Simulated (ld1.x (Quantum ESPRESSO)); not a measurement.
u(r) = r·R(r): atom against pseudo-atom (Sr (Z = 38))

Columns: radius, all-electron u(r) and pseudo u(r) of the 5s shell (level -10.99 eV) of strontium in the configuration [Ar] 3d10 4s2 4p6 4d0 5s0.5 5p0; PBE, scalar-relativistic, PAW scheme, ld1.x (Quantum ESPRESSO) 7.5.

```
r (bohr)  all-electron   pseudo
   0.173       -0.0544  -0.2111
   0.345        0.1780  -0.3886
   0.518        0.0716  -0.5091
   0.690       -0.1295  -0.5581
   0.862       -0.2635  -0.5370
   1.035       -0.3010  -0.4573
   1.208       -0.2600  -0.3385
   1.380       -0.1696  -0.2019
   1.553       -0.0539  -0.0627
   1.725        0.0675   0.0671
   1.898        0.1843   0.1849
   2.070        0.2884   0.2885
   2.242        0.3773   0.3773
   2.415        0.4502   0.4502
   2.588        0.5071   0.5071
   2.760        0.5487   0.5487
   2.932        0.5769   0.5769
   3.105        0.5932   0.5932
   3.278        0.5992   0.5992
   3.450        0.5965   0.5965
   3.623        0.5867   0.5867
   3.795        0.5712   0.5712
   3.968        0.5511   0.5511
   4.140        0.5278   0.5278
   4.312        0.5022   0.5022
   4.485        0.4748   0.4748
```

(1) How many radial nodes do the two functions have?

(2) At about which radius was the pseudo-wave matched?

(3) Is the pseudo-wave norm-conserving?

## Answers

(1) The all-electron 5s function has n − l − 1 = 4 (the table is too coarse to show those close to the nucleus); the pseudo-wave has 1, since 1 lower shell of the same l stays in the valence.

(2) 2.15 bohr, where the columns begin to agree (steps of 0.17 bohr).

(3) No, it belongs to a PAW set: the norm inside the radius is not constrained, and the difference is carried by the augmentation charge.
